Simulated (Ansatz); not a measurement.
CH4FNOSi, SMILES `NC1(F)O[SiH2]1`. The species carries charge 0 and has multiplicity 1.

Z-matrix (Å, degrees):
```
C
F 1 1.382
O 1 1.415 2 109.6
N 1 1.397 2 113.3 3 -128.0
Si 1 1.820 2 119.0 3 67.1
H 4 1.016 1 110.9 2 63.3
H 4 1.011 1 111.4 2 -59.2
H 5 1.477 1 121.5 2 -0.1
H 5 1.478 1 123.0 2 165.1
```

(1) What are the harmonic wavenumbers in cm⁻¹ at PBE0-D4/def2-TZVP (Ansatz, finite differences of forces, unscaled)? (Estimate.)

(2) Is this a minimum?

(3) Give the ideal-gas thermochemistry at 298.15 K and 1 bar (rigid rotor, harmonic oscillator; point group C1, symmetry number 1).

Answers

(1) Ansatz gave: 197, 242, 385, 446, 477, 557, 619, 658, 701, 771, 805, 944, 985, 1070, 1267, 1340, 1637, 2261, 2283, 3509, 3626.

(2) Yes, all 21 modes are real.

(3) Zero-point energy 148.2 kJ/mol; H(298) − E = 165.4 kJ/mol; entropy 311.0 J/(mol·K), of which translation 165.4, rotation 108.4, vibration 37.2; G(298) − E = 72.7 kJ/mol.
